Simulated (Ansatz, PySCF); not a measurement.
Process, species as SMILES: CCC[Si](O)(O)O [trihydroxy(propyl)silane] + 2 C (CH4) + 3 [SiH4] (SiH4) → 2 CC (C2H6) [ethane] + C[SiH3] [methylsilane] + 3 O[SiH3] [hydroxysilane]
Structures are relaxed separately at B3LYP-D3(BJ)/def2-TZVP in Ansatz (a quantum-chemistry and plane-wave program), one conformer each, not searched for the lowest. Frequencies are from Ansatz or PySCF.

Wanted: bond separation energy (enthalpy at 298 K, with B3LYP-D3(BJ) rigid-rotor harmonic-oscillator terms), in kJ/mol. Cores are frozen in the correlated levels unless marked. Spin-orbit coupling is left out. No relativistic terms. CBS(X,Y): correlation extrapolated as X^-3; Hartree-Fock from the larger set. [CCSD(T)-MP2]/basis is that difference in the basis named.

RI-MP2/CBS(cc-pV(T+d)Z,cc-pV(Q+d)Z)+[CCSD(T)-MP2]/cc-pV(T+d)Z (Ansatz) gives 94.5 kJ/mol.

Another calculation gave 84.6 kJ/mol. Which level was it?
(A) r2SCANh/def2-TZVPD (Ansatz)
(B) SVWN5/def2-TZVPD (Ansatz)
(C) CAM-B3LYP/def2-TZVPD (Ansatz)

C, CAM-B3LYP/def2-TZVPD (Ansatz). The others give 108.4 (SVWN5), 95.1 (r2SCANh) kJ/mol.
